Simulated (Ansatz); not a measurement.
Start from `C[B](Br)[SnH3]` and change one atom or group to get `CB(N)Br`.

Ansatz, PBE0-D4/def2-TZVP geometries, multiplicity 1. Each molecule was computed in one conformer, which needn't be the lowest.

Elements past krypton have def2 core potentials. Scalar relativity is left out up to krypton. Spin–orbit coupling is left out; it splits and shifts lone-pair levels of the heavy atoms by tenths of an eV.

```tsv
property	`C[B](Br)[SnH3]`
HOMO energy (PBE/def2-TZVPP) / eV	-6.30
HOMO energy (ωB97M-V/def2-TZVPP) / eV	-9.51
HOMO–LUMO gap (PBE0/def2-TZVPP) / eV	5.48
size of the dipole moment (ωB97M-V/def2-TZVPP) / D	1.52
HOMO energy (PBE0/def2-TZVPP) / eV	-7.42
LUMO energy (ωB97M-V/def2-TZVPP) / eV	0.03
```

Task: What does the change do to each property? (An estimate is asked.)

Result: The calculation gave: 
| property | `CB(N)Br` | shift |
| --- | --- | --- |
| HOMO energy (PBE/def2-TZVPP) / eV | -6.58 | -0.28 |
| HOMO energy (ωB97M-V/def2-TZVPP) / eV | -10.13 | -0.62 |
| HOMO–LUMO gap (PBE0/def2-TZVPP) / eV | 8.39 | 2.91 |
| size of the dipole moment (ωB97M-V/def2-TZVPP) / D | 2.83 | 1.31 |
| HOMO energy (PBE0/def2-TZVPP) / eV | -7.88 | -0.46 |
| LUMO energy (ωB97M-V/def2-TZVPP) / eV | 1.93 | 1.90 |

With PBE0 the HOMO falls by 0.46 eV and the LUMO rises by 2.46 eV, so the gap widens by about 2.92 eV. PBE moves the HOMO by -0.28 eV and ωB97M-V by -0.62 eV. Dipoles are sizes alone; their direction can turn.

Positive LUMOs are unbound, so they and the gaps depend on the basis.
